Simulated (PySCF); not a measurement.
**Dipole response of Cd⁺ (cadmium, charge +1)**

[Kr] 4d10 5s1, 2S determinant. Computed with PySCF 2.14 in x2c-TZVPPall with one added diffuse shell each of s, p, d, f type (9s7p7d3f1g, 95 functions), with scalar relativity by spin-free X2C-1e. Coupled (time-dependent) response in atomic units; α is the mean over directions.

```json
{"method": "TPSSh", "mean α (bohr³)": "24.31", "C₆ (like pair)": "145.4", "S(−4)": "410.0"}
{"method": "BP86", "mean α (bohr³)": "21.85", "C₆ (like pair)": "130.0", "S(−4)": "312.7"}
```

S(−4) is the Cauchy moment in α(ω) = α(0) + S(−4) ω² + …

α(iu) at BP86:

```
u (hartree)  α(iu) (bohr³)
          0          21.85
     0.0500          21.10
      0.100          19.23
      0.200          14.76
      0.300          11.38
      0.500          7.646
      0.750          5.417
       1.00          4.169
       1.50          2.770
       2.00          1.998
       3.00          1.187
       5.00         0.5518
```

For an ion, C₆ is the dispersion term alone; charge-induced terms of lower order in 1/R come first.
